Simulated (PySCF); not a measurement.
## Mayer bond orders and bond lengths

Compound: C8H9F3.
Numbering: `[CH2:1]=[C:2](/[CH:3]=[CH:4]\[CH3:5])[C:6](=[CH2:7])[C:8]([F:9])([F:10])[F:11]` (hydrogens: H12, H13 on C1; H14 on C3; H15 on C4; H16, H17, H18 on C5; H19, H20 on C7)

Geometry (PBE0-D3(BJ)/def2-SVP, Å), atoms numbered from 1 in this order:
```
atom  x, y, z in Å
C1    -0.7802   -1.7604    1.3283
C2    -0.4493   -0.9268    0.3244
C3     0.3588   -1.4343   -0.8063
C4     1.3950   -0.8223   -1.4018
C5     1.9967    0.4973   -1.0497
C6    -0.9241    0.4793    0.2823
C7    -1.2206    1.1180   -0.8558
C8    -1.0674    1.2189    1.5902
F9    -1.3198    2.5171    1.4128
F10    0.0529    1.1295    2.3157
F11   -2.0648    0.7302    2.3436
H12   -1.3871   -1.4423    2.1763
H13   -0.4390   -2.7984    1.3138
H14    0.1003   -2.4419   -1.1489
H15    1.8789   -1.3651   -2.2225
H16    1.7223    1.2736   -1.7857
H17    3.0957    0.4273   -1.0622
H18    1.6847    0.8520   -0.0590
H19   -1.5758    2.1492   -0.8516
H20   -1.1074    0.6113   -1.8163
```

Bond orders from the PBE0/pcSseg-1 density (PySCF). Isolated species at its PBE0-D3(BJ)/def2-SVP geometry (one conformer only).

Task: How far do the computed orders between heavy atoms stray from the drawn ones?

Result: The largest departure is 0.088, at C3–C4 (drawn double, 1.912).

Task: Give the Mayer order of every bond, beside its length.

Result: 
```csv
bond,drawn as,length (Å),Mayer order
C1–C2,double,1.346,1.928
C2–C3,single,1.480,1.055
C3–C4,double,1.343,1.912
C4–C5,single,1.492,1.063
C2–C6,single,1.485,0.975
C6–C7,double,1.338,1.958
C6–C8,single,1.509,0.986
C8–F9,single,1.334,0.993
C8–F10,single,1.338,0.999
C8–F11,single,1.342,0.968
C1–H12,single,1.090,0.922
C1–H13,single,1.093,0.940
C3–H14,single,1.095,0.944
C4–H15,single,1.096,0.944
C5–H16,single,1.104,0.942
C5–H17,single,1.101,0.952
C5–H18,single,1.098,0.954
C7–H19,single,1.091,0.926
C7–H20,single,1.092,0.933
```

Bonds between the same two heavy elements. C–C: lowest C2–C6 (0.975, 1.485 Å), highest C6–C7 (1.958, 1.338 Å); in 1 of the 21 pairs the longer bond (by over 0.003 Å) has the higher order (by 0.02 or more). C–F: lowest C8–F11 (0.968, 1.342 Å), highest C8–F10 (0.999, 1.338 Å).

Task: Sum the orders of all bonds at each heavy atom with more than one neighbour and set the sums beside the valence in the SMILES.

Result: C1 3.790 (drawn 4), C2 3.958 (drawn 4), C3 3.911 (drawn 4), C4 3.919 (drawn 4), C5 3.911 (drawn 4), C6 3.919 (drawn 4), C7 3.817 (drawn 4), C8 3.946 (drawn 4). Orders between atoms that aren't bonded are not in these sums.

For a closed shell the Mayer order of atoms A and B is Σ (PS)μν (PS)νμ over the basis functions μ on A and ν on B, with P the density and S the overlap matrix.

These values come from a run that also computed NMR shieldings. Hardware: 2 threads of an AMD EPYC 9R45, no GPU (shared host). Cost: 15 s wall, 39 s CPU, 1.8 GiB resident at most.
